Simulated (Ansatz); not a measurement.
## Molecular dynamics, step by step

SbNH6 (SMILES N.[SbH3]), closed shell, CAM-B3LYP-D4/def2-SVP (Ansatz 0.2.0). Settings (timestep in fs, temperature in K; T counts 18 degrees of freedom):

```yaml
hamiltonian: {xc: {name: CAM-B3LYP}, dispersion: d4}
md: {n_steps: 40, timestep: 0.5, temperature: 100, ensemble: nve, seed: 363, initial_velocities: maxwell_boltzmann}
```

Start (the SMILES describes the start alone):

N1  (0.002, 0.169, -1.544)
H2  (-0.888, 0.331, -2.000)
H3  (0.520, 1.038, -1.572)
H4  (0.509, -0.504, -2.106)
Sb5  (-0.352, -0.792, 1.433)
H6  (-0.869, 0.832, 1.383)
H7  (1.288, -0.357, 1.256)
H8  (-0.209, -0.717, 3.150)
(Å)

```tsv
step	time (fs)	potential energy less the start (meV)	kinetic energy (meV)	T (K)
0	0.00	0.0	77.6	100
2	1.00	9.5	68.3	88
4	2.00	24.5	53.5	69
6	3.00	29.6	48.3	62
8	4.00	30.1	47.7	61
10	5.00	36.5	41.3	53
12	6.00	46.0	32.0	41
14	7.00	46.7	31.4	41
16	8.00	34.9	42.9	55
18	9.00	24.3	53.3	69
20	10.00	28.0	49.8	64
22	11.00	37.5	40.6	52
24	12.00	37.5	40.4	52
26	13.00	33.0	44.8	58
28	14.00	35.6	42.2	54
30	15.00	43.1	34.9	45
32	16.00	43.3	34.9	45
34	17.00	30.7	47.2	61
36	18.00	16.5	61.2	79
38	19.00	15.9	61.8	80
40	20.00	25.2	52.8	68
```

Step 22, positions (Å) and forces (eV/Å):

```csv
atom,x,y,z,Fx,Fy,Fz
N1,-0.005,0.156,-1.541,-0.297,1.104,0.717
H2,-0.902,0.372,-1.980,0.120,-0.019,0.034
H3,0.525,1.038,-1.491,-0.307,-0.332,0.005
H4,0.501,-0.429,-2.167,0.509,-0.755,-0.734
Sb5,-0.351,-0.791,1.432,0.005,0.072,-0.012
H6,-0.850,0.852,1.272,0.056,-0.212,0.207
H7,1.300,-0.371,1.381,0.090,0.014,-0.168
H8,-0.231,-0.748,3.162,-0.175,0.129,-0.049
```

Step 28, positions (Å) and forces (eV/Å):

```json
{"atom": "N1", "x": "-0.010", "y": "0.154", "z": "-1.538", "Fx": "0.738", "Fy": "-0.034", "Fz": "-0.356"}
{"atom": "H2", "x": "-0.912", "y": "0.383", "z": "-1.966", "Fx": "0.295", "Fy": "-0.050", "Fz": "-0.032"}
{"atom": "H3", "x": "0.541", "y": "1.018", "z": "-1.482", "Fx": "-0.381", "Fy": "-0.001", "Fz": "0.118"}
{"atom": "H4", "x": "0.541", "y": "-0.414", "z": "-2.204", "Fx": "-0.622", "Fy": "0.088", "Fz": "0.290"}
{"atom": "Sb5", "x": "-0.350", "y": "-0.791", "z": "1.431", "Fx": "-0.126", "Fy": "-0.002", "Fz": "-0.042"}
{"atom": "H6", "x": "-0.845", "y": "0.849", "z": "1.276", "Fx": "0.039", "Fy": "-0.153", "Fz": "0.162"}
{"atom": "H7", "x": "1.296", "y": "-0.380", "z": "1.386", "Fx": "0.176", "Fy": "0.043", "Fz": "-0.136"}
{"atom": "H8", "x": "-0.269", "y": "-0.735", "z": "3.160", "Fx": "-0.119", "Fy": "0.108", "Fz": "-0.005"}
```

Step 38, positions (Å) and forces (eV/Å):

```
atom       x       y       z      Fx      Fy      Fz
  N1  -0.009   0.148  -1.536   0.018   0.456   0.467
  H2  -0.900   0.397  -1.959  -0.126   0.020  -0.059
  H3   0.519   1.016  -1.442  -0.105   0.089   0.097
  H4   0.503  -0.382  -2.219   0.250  -0.548  -0.487
 Sb5  -0.349  -0.791   1.431   0.072  -0.258  -0.027
  H6  -0.832   0.828   1.309  -0.067   0.223  -0.008
  H7   1.317  -0.387   1.372  -0.080  -0.003  -0.014
  H8  -0.352  -0.694   3.156   0.038   0.020   0.030
```

Last step (40):

```csv
atom,x (Å),y (Å),z (Å)
N1,-0.0083,0.1467,-1.5361
H2,-0.9011,0.4006,-1.9615
H3,0.5143,1.0264,-1.4301
H4,0.4867,-0.3793,-2.2209
Sb5,-0.3493,-0.7911,1.4307
H6,-0.8306,0.8273,1.3165
H7,1.3207,-0.3881,1.3682
H8,-0.3684,-0.6840,3.1565
```

The run took about 33 s on 4 CPU threads of an Arm Neoverse V1 (shared host).
